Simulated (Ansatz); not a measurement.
Consider the redistribution: `[SiH3][SiH](S)[AsH2]` + `F[SiH]1CO1` → `[AsH2][SiH]1CO1` + `F[SiH]([SiH3])S`.

Program: Ansatz. Geometries: PBE0-D4/def2-TZVP. ΔE: electronic, gas phase. CCSD(T)/CBS adds triple-zeta CCSD(T) − MP2 to the extrapolated MP2 energy (def2 sets, frozen cores). Functionals use def2-TZVPP. For As outer-core shells are correlated without core-valence functions, which leaves a few kJ/mol of doubt a bond. Scalar relativity is left out up to krypton. One conformer a species, not always the lowest.

```tsv
species	ωB97M-V energy (Eh)
`[SiH3][SiH](S)[AsH2]`	-3217.11291
`F[SiH]1CO1`	-504.53731
`[AsH2][SiH]1CO1`	-2641.55397
`F[SiH]([SiH3])S`	-1080.09141
```

(1) Work out ΔE.

Largest T1 diagnostic among the species: 0.013.

Results:

(1) ΔE = (-2641.55397) + (-1080.09141) − (-3217.11291) − (-504.53731) = 0.00484 Eh = +3.0 kcal/mol. CCSD(T)/CBS gives +3.6 kcal/mol.

From PBE to PBE0 (25 % exact exchange), in def2-TZVPP and without D4, ΔE moves by +0.9 kcal/mol. The D4 term adds +1.2 kcal/mol with B3LYP and +0.7 kcal/mol with PBE0; it sums over pairs of atoms, weighted by their polarisabilities, and B3LYP, whose exchange is more repulsive, gets the larger term.

B3LYP here is the variant with VWN-RPA as its local correlation; programs differ in this.
